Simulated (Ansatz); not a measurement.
Species: C3H5Cl2 (charge 0, doublet). It need not be the lowest isomer of its formula. 
Coordinates optimised at B3LYP-D3(BJ)/def2-TZVP (Ansatz, a program for electronic structure):
```xyz
10

C     -0.0655    -0.2762    -0.8827
C     -1.2031    -0.4637     0.0167
Cl    -2.1818     1.1140     0.1289
C      1.1739     0.3403    -0.4112
Cl     2.2243    -0.9349     0.4433
H     -0.1418    -0.5983    -1.9121
H     -0.9048    -0.6686     1.0418
H     -1.9127    -1.2072    -0.3295
H      1.7985     0.7257    -1.2096
H      1.0077     1.1027     0.3457
```
Charge 0, spin multiplicity 2.

Parts of the frozen-core correlation energy in STO-3G (Ansatz, hartree). Frozen orbitals: 13; correlated occupied orbitals by spin: 16 and 15; virtual: 9 and 10. UHF or UKS for open shells. Spin-orbit coupling is left out. No relativistic terms.

```
term                             value
-------------------------  -----------
reference (HF)             -1024.24557
MP2 opposite-spin                    ?
MP2 same-spin                 -0.01841
CCSD correlation                     ?
(T)                                  ?
T1 diagnostic                    0.009
largest doubles amplitude        0.060
<S^2> of the reference           0.779
```

Task: Fill in the missing entries.

Result: 
- MP2 opposite-spin, value: -0.13658
- CCSD correlation, value: -0.20707
- (T), value: -0.00205
